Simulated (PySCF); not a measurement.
## Electron correlation in Fe²⁺ (iron, charge +2)

[Ar] 3d6, high-spin 5D determinant. Calculation: PySCF 2.14, in dyall-av2z; no relativity, point nucleus. Frozen: [Ar]; 6 electrons correlated; the 25 highest virtual orbitals of each spin left out.

```
  level  correlation energy (mhartree)
   CCSD                        -111.73
    (T)                          -1.54
CCSD(T)                        -113.27
```

Diagnostics: T1 = 0.0062, D1 = 0.0106, largest double amplitude 0.021.

Q: Is a single reference adequate?

A: Yes: T1 lies below 0.03 and no double amplitude reaches 0.07.
